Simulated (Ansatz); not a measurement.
Gas-phase reaction in SMILES: [Cl][GeH]([Cl])[Cl] [trichlorogermane] → [Cl][GeH][Cl] + Cl atom (the Cl-Ge bond at the site shown breaks; other sites are not compared here)
Structures are relaxed separately at B3LYP-D3(BJ)/def2-TZVP in Ansatz (an electronic-structure program).

Wanted: bond dissociation energy (electronic energy difference), in kcal/mol. Cores are frozen in the correlated levels unless marked. Open shells are spin-unrestricted. Spin-orbit coupling is left out. Frozen are the shells of the preceding noble gas and the d and f shells that filled before the atom's block. Non-relativistic. CBS(X,Y): correlation extrapolated as X^-3; Hartree-Fock from the larger set. [CCSD(T)-MP2]/basis is that difference in the basis named.

| level | program | bond dissociation energy (kcal/mol) |
|---|---|---|
| HF/def2-SVPD | Ansatz | 68.7 |
| PBE0/STO-3G | Ansatz | 107.2 |
| PBE0-D4/def2-TZVPD | Ansatz + dftd4 | 95.0 |
| PBE0/def2-QZVPP | Ansatz | 93.4 |
| RI-MP2/CBS(def2-TZVPPD,def2-QZVPPD) | Ansatz | 103.8 |
| CCSD/def2-SVPD | Ansatz | 87.8 |
| RI-MP2/CBS(def2-TZVPPD,def2-QZVPPD)+[CCSD(T)-MP2]/def2-TZVPPD | Ansatz | 98.4 |
